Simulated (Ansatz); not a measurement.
Job for Ansatz (a first-principles code): U-PBE0/def2-TZVPP on O2 (SMILES O=O).

Ansatz 0.2 input:
```yaml
crystal:
  periodic: [false, false, false]
  atoms:
    - {symbol: O, position_ang: [0.00000000, -0.00000000, -0.60213195]}
    - {symbol: O, position_ang: [-0.00000000, 0.00000000, 0.60213195]}
basis:
  gaussian:
    orbitals: def2-TZVPP
hamiltonian:
  xc: {name: PBE0}
magnetization: {spin_polarized: true, initial_magnetization: 2}
```

Output:

```
WARN ansatz: RAYON_NUM_THREADS=4 ignored (pool sized by the plan → 4); use --threads N
Functional definition: PBE0
integrals: 0.01 GiB planned
302 factors; their error is unknown
mean field: 0.14 GiB planned
mean field evaluation 1: about -4087.7149 eV, gradient 1.1e1 eV
mean field evaluation 2: about -4087.9917 eV, gradient 6.0e0 eV
mean field evaluation 4: about -4088.0949 eV, gradient 3.2e-1 eV
mean field evaluation 8: about -4088.1134 eV, gradient 6.7e-4 eV
mean field -4088.11337865 eV, -150.2353956427 hartree, gradient 2.5e-5 eV, S^2 2.009641; 0 other end points of the search recorded, 0 dependent functions left out
reference -4088.11338952 eV, -150.2353960420 hartree; 9, 7 occupied and 53, 55 virtual orbitals, 302 factors
Total energy: -4088.11338952 eV, -150.2353960420 hartree
```

Self-consistency was reached.

Cost: roughly 0.7 core-seconds.
